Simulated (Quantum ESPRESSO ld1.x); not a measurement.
Task: The mean radii <r> (bohr) of the occupied orbitals of an atom or ion are listed with their occupations. Calculated with ld1.x of Quantum ESPRESSO 7.5: scalar-relativistic Kohn-Sham, Wu-Cohen GGA, spin-unpolarised, spherical densities, point nucleus.

| orbital | occ. | <r> |
|---|---|---|
| 1s | 2 | 0.02191 |
| 2s | 2 | 0.09328 |
| 2p | 6 | 0.08236 |
| 3s | 2 | 0.2444 |
| 3p | 6 | 0.2430 |
| 3d | 10 | 0.2212 |
| 4s | 2 | 0.5530 |
| 4p | 6 | 0.5853 |
| 4d | 10 | 0.6360 |
| 5s | 2 | 1.305 |
| 5p | 4 | 1.497 |
| 4f | 7 | 0.8318 |
| 5d | 1 | 2.120 |
| 6s | 1 | 3.220 |
| 6p | 2 | 3.922 |

Name the element and its charge.

Result: Z = 64, gadolinium, charge +1: Gd+ in [Kr] 4d10 4f7 5s2 5p4 5d1 6s1 6p2. The 1s radius gives Z: for a bare nucleus <r> = (2 gamma + 1)/(2Z) with gamma = sqrt(1 - (Z/c)^2), 0.02163 bohr for Z = 64, and screening makes it slightly larger (0.02191 here). The occupations add up to 63, and the charge is Z minus that.
